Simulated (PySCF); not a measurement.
**CsNa: one state, many levels of theory**

State: ¹Σ⁺ (singlet), closed shell. Set-up: Cs def2-SVPD with ECP46, Na def2-SVPD; scalar-relativistic core potentials (PySCF 2.14). De refers to Cs + Na in their ground configurations, without counterpoise correction. A positive dipole means Cs(−)Na(+).

```
      Level  Re (Å)  ωe (cm⁻¹)  De (eV)  μ (D)
    RHF-MP2   3.945       96.7    0.346    n/a
RHF-SCS-MP2   3.968       95.6    0.422    n/a
   RHF-CCSD   3.961       94.5     0.52    n/a
RHF-CCSD(T)   3.960       93.4     0.55    n/a
        PBE   3.918       93.1     0.65  -3.88
       TPSS   4.016       89.0     0.74  -4.75
     r²SCAN   3.995       92.7    0.481  -4.83
      B3LYP   3.902       94.2     0.58  -4.05
       PBE0   3.934       95.4     0.57  -4.56
    r²SCAN0   3.964       95.9    0.470  -4.93
  CAM-B3LYP   3.865        100     0.53  -4.90
```

Q: Which functional lies closest to RHF-CCSD(T) in De, which farthest, and by how much do they differ from it?

A: Closest is PBE0 (-2.6 pm in Re, +2.1 % in ωe, +0.02 eV in De against RHF-CCSD(T) in the same basis), farthest TPSS (+5.6 pm in Re, -4.7 % in ωe, +0.19 eV in De). CCSD(T) converges more slowly with the basis than the functionals do and binds too weakly in this one, so the order can change at the basis-set limit.

Q: What does the step from GGA to meta-GGA do here, going from PBE to r²SCAN?

A: r²SCAN less PBE: +7.7 pm in Re, -0.4 % in ωe, -0.17 eV in De. 

Q: What does a quarter of exact exchange do here, going from r²SCAN to r²SCAN0?

A: r²SCAN0 less r²SCAN: -3.1 pm in Re, +3.5 % in ωe, -0.01 eV in De. Exact exchange removes part of the self-interaction that spreads semilocal densities, and in most molecules shortens and stiffens the bond and lowers De; so it does here.

Correlated steps freeze 1 core orbital. Closed-shell solutions of metal pairs were not tested for spin polarisation, which can lower them a little. Correlated levels converge slowly with the basis: in double zeta they bind strong bonds too weakly, by up to about 1 eV, and carry superposition errors of some tenths. Spin–orbit coupling is left out. Where the molecule has an RHF reference, its open-shell atoms are computed with UHF.

The whole job (state search and all levels along the bond) took about 2 min on 1 thread of Intel Xeon Platinum 8375C @ 2.90GHz (shared host), peak memory 0.55 GiB.
